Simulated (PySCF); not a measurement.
**Dipole response of C²⁺ (carbon, charge +2)**

[He] 2s2, closed-shell 1S. Computed with PySCF 2.14 in aug-cc-pVTZ with one added diffuse shell each of s, p, d, f type (6s5p4d3f, 62 functions), with the non-relativistic Hamiltonian (point nucleus). Coupled (time-dependent) response in atomic units; α is the mean over directions.

| method | mean α (bohr³) | C₆ (like pair) | S(−4) |
| --- | --- | --- | --- |
| UHF | 4.490 | 7.067 | 22.95 |
| PBE | 4.215 | 6.493 | 19.96 |
| PBE0 | 4.270 | 6.609 | 20.52 |
| BLYP | 4.267 | 6.556 | 20.87 |
| wB97M-V | 4.264 | 6.543 | 20.73 |

S(−4) is the Cauchy moment in α(ω) = α(0) + S(−4) ω² + …

α(iu) at PBE0:

```
u (hartree)  α(iu) (bohr³)
          0          4.270
     0.0500          4.220
      0.100          4.075
      0.200          3.590
      0.300          3.007
      0.500          2.019
      0.750          1.278
       1.00         0.8745
       1.50         0.4894
       2.00         0.3168
       3.00         0.1665
       5.00        0.07104
```

A single London oscillator, α(iu) = α/(1 + u²/ω²), gives C₆ = (3/4) ω α². Matching the computed C₆ needs ω = 4 × 6.609 / (3 × 4.270²) = 0.483 hartree.

For an ion, C₆ is the dispersion term alone; charge-induced terms of lower order in 1/R come first.
